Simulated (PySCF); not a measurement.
PySCF 2.14 output of an unrestricted B3LYP calculation on a single atom or ion in aug-cc-pCVDZ, with no relativity, point nucleus:

```
SCF conv_tol = 1e-09
number electrons alpha = 7  beta = 5
    P. J. Stephens, F. J. Devlin, C. F. Chabalowski, and M. J. Frisch.,  J. Phys. Chem. 98, 11623 (1994)
cycle= 1 E= -199.846450080536  delta_E= -0.00422  |g|= 0.0045  |ddm|= 0.54
cycle= 2 E= -199.846456752937  delta_E= -6.67e-06  |g|= 0.00223  |ddm|= 0.0102
cycle= 3 E= -199.84645728365  delta_E= -5.31e-07  |g|= 6.69e-05  |ddm|= 0.00324
cycle= 4 E= -199.846457291358  delta_E= -7.71e-09  |g|= 1.17e-05  |ddm|= 0.000904
cycle= 5 E= -199.846457291499  delta_E= -1.41e-10  |g|= 2.83e-07  |ddm|= 8.81e-05
converged SCF energy = -199.846457291499  <S^2> = 2.000003  2S+1 = 3.000002
```

The run itself started from symmetry-adapted Hartree-Fock orbitals and held the occupation by maximum overlap, on a logarithmic radial grid, so the iterations belong to that start.

Task: Which element, charge and spin multiplicity is this?

Result: Mg (magnesium, neutral), multiplicity 3; the state was [Ne] 3p2, high-spin 3P determinant (an excited configuration).
